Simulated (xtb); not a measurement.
xtb input:

```bash
xtb mol.xyz --gfnff --opt tight --chrg 0 --uhf 0
```
mol.xyz:
```
14

C     -0.92033281     1.38411133    -0.82664068
Si     0.00499469     0.00859699     0.02725713
C      1.66284477    -0.29982055    -0.76887344
C     -1.01359468    -1.55088516     0.11615720
F      0.28379105     0.48846828     1.54870904
H     -1.13904258     1.11821264    -1.86391540
H     -1.86923944     1.59016367    -0.32707292
H     -0.33624910     2.30673881    -0.83399394
H      2.21810177    -1.07430827    -0.23566829
H      1.54034460    -0.62843674    -1.80399664
H      2.27151959     0.60677637    -0.77567678
H     -1.23577796    -1.92609684    -0.88600332
H     -1.96338914    -1.37277315     0.62470012
H     -0.48381662    -2.33728266     0.65778759
```

**Question.** What final total energy does it print?

**Answer.** -1.85650 Eh (GFN-FF).
